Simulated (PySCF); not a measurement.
**Distorted geometries of [Bi(SH)4]+**

[Bi(SH)4]+ (singlet). PySCF 2.14.0, RKS TPSS, Bi def2-SVP with ECP60, S def2-SVP, H def2-SVP; non-relativistic Hamiltonian with scalar-relativistic core potentials where named; density fitting; no spin-orbit coupling. Relaxed geometry:

```xyz
9

Bi    0.0000    0.0000    0.0000
S     1.4696    1.5838    1.3060
H     2.4437    0.6464    1.4783
S    -1.4696   -1.5838    1.3060
H    -2.4437   -0.6464    1.4783
S     1.5838   -1.4695   -1.3060
H     0.6465   -2.4437   -1.4782
S    -1.5838    1.4695   -1.3060
H    -0.6465    2.4437   -1.4782
```

Q: Order these distorted geometries by energy above the relaxed one, lowest first.
A.
```xyz
9

Bi    0.0292    0.1185    0.0066
S     1.4657    1.6404    1.0886
H     2.4691    0.8128    1.5553
S    -1.4314   -1.6575    1.2759
H    -2.4012   -0.7161    1.7177
S     1.5067   -1.5554   -1.3993
H     0.6725   -2.4852   -1.5329
S    -1.5678    1.3746   -1.2726
H    -0.7428    2.4678   -1.4393
```
B.
```xyz
9

Bi   -0.0135   -0.0033    0.0599
S     1.4629    1.6224    1.3444
H     2.4591    0.6298    1.4465
S    -1.4659   -1.5827    1.2912
H    -2.4199   -0.6452    1.4315
S     1.6104   -1.4052   -1.3360
H     0.6162   -2.4544   -1.4770
S    -1.6270    1.4476   -1.3367
H    -0.6225    2.3912   -1.4238
```
C.
```xyz
9

Bi    0.0420   -0.0310   -0.0079
S     1.4849    1.5802    1.3416
H     2.4131    0.6133    1.5234
S    -1.4636   -1.5635    1.2975
H    -2.4363   -0.6132    1.4620
S     1.5663   -1.4610   -1.3477
H     0.6522   -2.4507   -1.5049
S    -1.6098    1.4554   -1.2912
H    -0.6487    2.4703   -1.4728
```

A: C (0.06 eV), B (0.18 eV), A (0.65 eV).

Q: Which forces (eV/Å) act in the one that lies 0.18 eV up?

A: 
```
Bi   0.24  0.53 -0.80
S    0.60 -0.92  0.00
H   -0.67  0.78 -0.03
S    0.06 -0.63  0.24
H   -0.36  0.29  0.07
S   -1.48 -1.11  0.10
H    1.24  1.23  0.13
S    0.78  0.03  0.35
H   -0.41 -0.19 -0.07
```
Forces carry noise of the integration grid, about 0.01 to 0.03 eV/Å.

No frequency check is given that shows the relaxed geometry to be a minimum.
